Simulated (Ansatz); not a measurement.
Basis-set extrapolation for CH₈Al₂Si (`[CH3][AlH][SiH2][AlH2]`) (PBE0-D4/def2-TZVP geometry, frozen core, Ansatz 0.2.0). Multiplicity 1, RHF reference.

```tsv
	def2-TZVPP	def2-QZVPP
HF	-815.310929	-815.335743
MP2 correlation	-0.466909	-0.498849
CCSD(T) correlation	-0.553157	not run
```

Energies in hartree. Use E(X) = E(∞) + A·exp(−7.88·√X) for Hartree–Fock and E(X) = E(∞) + B·X^(−2.97) for correlation, with X = 3 and 4, and add CCSD(T) minus MP2 of the smaller set to the MP2 limit.

Question: What is the CCSD(T) energy at the basis-set limit?

Answer: HF limit: -815.335743 + (-0.024814) × 0.13774 = -815.33916. MP2 limit: -0.498849 + (-0.031940) × 0.74074 = -0.52251. Higher-order term: -0.553157 − (-0.466909) = -0.08625. Total: -815.94792 hartree, 2.28 eV below CCSD(T)/def2-TZVPP.
